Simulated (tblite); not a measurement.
C₈H₁₆N₂.
SMILES with atom numbers: `[CH2:1]=[CH:2][N:3]([CH3:4])[N:5]([CH2:6][CH3:7])[CH:8]1[CH2:9][CH2:10]1` (hydrogens: H11, H12 on C1; H13 on C2; H14, H15, H16 on C4; H17, H18 on C6; H19, H20, H21 on C7; H22 on C8; H23, H24 on C9; H25, H26 on C10)

The geometry is computed with GFN2-xTB (gas phase).

Problem. List the bond lengths, angles and torsions at this level.

Solution. 
| bond | length (Å) | order |
| --- | --- | --- |
| C1=C2 | 1.330 | double |
| C2–N3 | 1.368 | single |
| N3–C4 | 1.443 | single |
| N3–N5 | 1.393 | single |
| N5–C6 | 1.457 | single |
| C6–C7 | 1.523 | single |
| N5–C8 | 1.435 | single |
| C8–C9, C8–C10 | 1.500 | single |
| C9–C10 | 1.497 | single |
| C1–H11 | 1.074 | single |
| C1–H12 | 1.074 | single |
| C2–H13 | 1.081 | single |
| C4–H14, C4–H15, C4–H16 | 1.092 | single |
| C6–H17 | 1.093 | single |
| C6–H18 | 1.104 | single |
| C7–H19, C7–H20, C7–H21 | 1.086 | single |
| C8–H22 | 1.093 | single |
| C9–H23, C10–H26 | 1.078 | single |
| C9–H24, C10–H25 | 1.079 | single |

Bonds in one row agree within 0.01 Å and their mean is given. Orders are formal, as drawn. A selection of angles:
| angle | degrees |
| --- | --- |
| C1–C2–N3 | 126.7 |
| C2–N3–C4 | 121.3 |
| C2–N3–N5 | 117.4 |
| C4–N3–N5 | 121.3 |
| N3–N5–C6 | 113.6 |
| N3–N5–C8 | 113.4 |
| C6–N5–C8 | 113.7 |
| N5–C6–C7 | 110.7 |
| N5–C8–C9 | 117.5 |
| C9–C8–C10 | 59.9 |
| C8–C9–C10 | 60.2 |

Torsions: C1–C2–N3–C4 1° (synperiplanar); C2–N3–N5–C6 -110° (anticlinal); N3–N5–C6–C7 158° (antiperiplanar); N3–N5–C8–C9 -58° (synclinal); N5–C8–C9–C10 -108° (anticlinal); N5–C8–C10–C9 107° (anticlinal). The mirror-image conformer, all signs reversed, is as good.

The 3-membered ring C8–C9–C10 has internal angles of 59.9° to 60.2°. N5 (hydrazine nitrogen) is pyramidal (angles 113.7°, 113.6° and 113.4°, sum 340.8°, 0.37 Å off the plane of its three neighbours). Of the pairs four or more bonds apart, C4···H11 is among the closest relative to their van der Waals radii: 2.68 Å, 92 % of the sum of Bondi's values. The C–C distances run from 1.330 Å (C1=C2, drawn double) to 1.523 Å (C6–C7, drawn single), a spread of 0.193 Å. N3 (hydrazine nitrogen) is planar (angles 121.3°, 121.3° and 117.4°, sum 360.0°, 0.01 Å off the plane of its three neighbours). The C–N distances run from 1.368 Å (C2–N3, drawn single) to 1.457 Å (N5–C6, drawn single), a spread of 0.089 Å.

Point group: C1 (no symmetry element, even within 0.4 Å). GFN2-xTB frequencies show an imaginary mode (80i cm⁻¹), so the point is no minimum at that level. 3 starts were optimised and ended at 0.00, 0.08 and 2.15 kcal/mol (GFN2-xTB); the lowest of these is shown.

On Arm Neoverse V1, one thread, shared host with 32 logical CPUs at a one-minute load of 10, this took 0.7 s of wall time. These figures are those of the optimisation.
